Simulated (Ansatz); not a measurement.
`FC(F)/C=C/I` at its PBE0-D4/def2-TZVP geometry, where that method's forces vanish. The species carries charge 0 and has multiplicity 1. I takes the def2 core potential.

```xyz
9

F     0.7114   -0.7692    1.9166
C    -0.1085    0.0249    1.1789
F    -0.1395    1.2347    1.7972
C     0.4287    0.1707   -0.2011
C    -0.2857   -0.1968   -1.2501
I     0.3652   -0.0377   -3.2064
H    -1.1161   -0.4012    1.2091
H     1.4257    0.5904   -0.2836
H    -1.2811   -0.6158   -1.1606
```

Problem. What forces (eV/Å) does r2SCAN-D4/def2-TZVPP give on these atoms in Ansatz? (Best estimate.)

Solution. Ansatz gave: 
```
F1   0.251 -0.212  0.217
C2  -0.283 -0.141 -0.338
F3   0.012  0.348  0.184
C4   0.177  0.082  0.111
C5  -0.186 -0.081 -0.001
I6   0.049  0.010 -0.188
H7  -0.021 -0.009  0.009
H8  -0.004  0.000  0.019
H9   0.006  0.003 -0.013
```
